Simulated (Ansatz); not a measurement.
Job for Ansatz (a program for electronic structure): R-CCSD(T)/aug-cc-pV(T+d)Z on AlH3 (SMILES [AlH3]), atoms moved off the minimum. Files ending in .json are basis or fitting sets from the Basis Set Exchange.

Ansatz 0.2 input:
```yaml
crystal:
  periodic: [false, false, false]
  atoms:
    - {symbol: Al, position_ang: [-0.17055077, 0.01200027, 0.02546649]}
    - {symbol: H, position_ang: [0.73142883, -0.45324207, 1.27728905]}
    - {symbol: H, position_ang: [-0.39823868, 1.49333548, -0.27388182]}
    - {symbol: H, position_ang: [-0.38193883, -1.03054170, -1.14510375]}
basis:
  gaussian:
    orbitals: aug-cc-pV_T+d_Z.json
magnetization: {spin_polarized: false}
correlation: {method: ccsd_t, electrons: outside_noble_gas}
scf: {lower_state_search: off}
output: {forces: true}
```

The log:

```
WARN ansatz: RAYON_NUM_THREADS=1 ignored (pool sized by the plan → 1); use --threads N
Functional definition: HF
these checks for a lower state are left out or cut short: starts, cluster_reference, orbital_swaps, neighbouring_geometries, increment
integrals: 0.20 GiB planned
692 factors; integrals over basis functions are off by at most 1.2e-3 eV
mean field: 0.19 GiB planned
mean field evaluation 1: about -6629.3937 eV, gradient 9.1e0 eV
mean field evaluation 2: about -6629.3936 eV, gradient 9.1e0 eV
mean field evaluation 4: about -6629.8432 eV, gradient 3.3e-1 eV
mean field evaluation 8: about -6629.8436 eV, gradient 2.6e-5 eV
mean field -6629.84356380 eV, -243.6422571001 hartree, gradient 1.4e-6 eV, S^2 0.000000; 0 other end points of the search recorded, 0 dependent functions left out
5 core orbitals not correlated
reference -6629.84356380 eV, -243.6422571001 hartree; 3, 3 occupied and 116, 116 virtual orbitals, 692 factors
densities: 0.81 GiB planned
second order -2.61361804 eV of doubles, -0.00000000 eV of singles
coupled cluster: 0.53 GiB planned
cycle   1  -3.05575979 eV  change   -4.4e-1 eV  update   5.0e-2
cycle   2  -3.24059108 eV  change   -1.8e-1 eV  update   1.8e-2
cycle   3  -3.24368615 eV  change   -3.1e-3 eV  update   3.6e-3
cycle   4  -3.24345834 eV  change    2.3e-4 eV  update   1.2e-3
cycle   5  -3.24330081 eV  change    1.6e-4 eV  update   3.7e-4
cycle   6  -3.24324921 eV  change    5.2e-5 eV  update   9.4e-5
cycle   7  -3.24326629 eV  change   -1.7e-5 eV  update   2.8e-5
cycle   8  -3.24327507 eV  change   -8.8e-6 eV  update   8.9e-6
cycle   9  -3.24327380 eV  change    1.3e-6 eV  update   3.5e-6
perturbative correction -0.04537005 eV, -0.0016673187 hartree
the calculation of the forces begins
Total energy: -6633.13220765 eV, -243.7631125326 hartree
Atom 0 at    -0.170551     0.012000     0.025466 Å, force     1.055296    -0.801491    -0.002036 eV/Å
Atom 1 at     0.731429    -0.453242     1.277289 Å, force    -0.429248     0.111717    -0.105779 eV/Å
Atom 2 at    -0.398239     1.493335    -0.273882 Å, force    -0.360570     0.773059     0.027385 eV/Å
Atom 3 at    -0.381939    -1.030542    -1.145104 Å, force    -0.265479    -0.083285     0.080430 eV/Å
Dipole moment:    -0.154543     0.013969     0.071247 e Å
Checks for a lower state left out: starts, cluster_reference, orbital_swaps, neighbouring_geometries, increment
```

Self-consistency was reached.

Cost: very roughly 6 core-seconds.
